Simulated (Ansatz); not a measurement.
# From B to In: the atomisation energy (no zero-point term)

All atoms of one element are swapped for its congeners: B2H2Cl4 `Cl[BH-]1[Cl+][BH-](Cl)[Cl+]1`; Al2H2Cl4 `[Cl][AlH-]1[Cl+][AlH-]([Cl])[Cl+]1`; In2H2Cl4 `[Cl][InH-]1[Cl+][InH-]([Cl])[Cl+]1`. The Ga member is missing. All are singlets with charge 0.

Shapes, held fixed at every level: PBE0-D4/def2-TZVP. Programs: Ansatz 0.2.0. Values in eV.

```tsv
level	B2H2Cl4	Al2H2Cl4	In2H2Cl4
HF/def2-SVP	20.53	20.18	15.10
HF/def2-TZVPP	20.06	20.05	15.12
BHLYP-D4/def2-TZVPP	26.00	24.86	19.69
B2PLYP/def2-TZVPP	26.47	24.90	19.63
MP2/def2-SVP	26.55	24.68	19.65
MP2/def2-TZVPP	27.36	25.80	20.45
CCSD(T)/def2-TZVPP	26.11	24.90	19.96
```

At CCSD(T)/def2-TZVPP the atomisation energy falls at every step, from 26.11 to 19.96 eV. Every level shows the same order. For atoms past krypton def2 sets carry core potentials with scalar relativity. Outer-core shells of In are correlated, in sets that cover them unevenly. Spin-orbit coupling, which grows down the group, is left out (summed over each molecule's free atoms 0.15, 0.16, 0.51 eV). Coupled cluster in double- or triple-zeta sets underbinds by a few per cent against its basis-set limit.
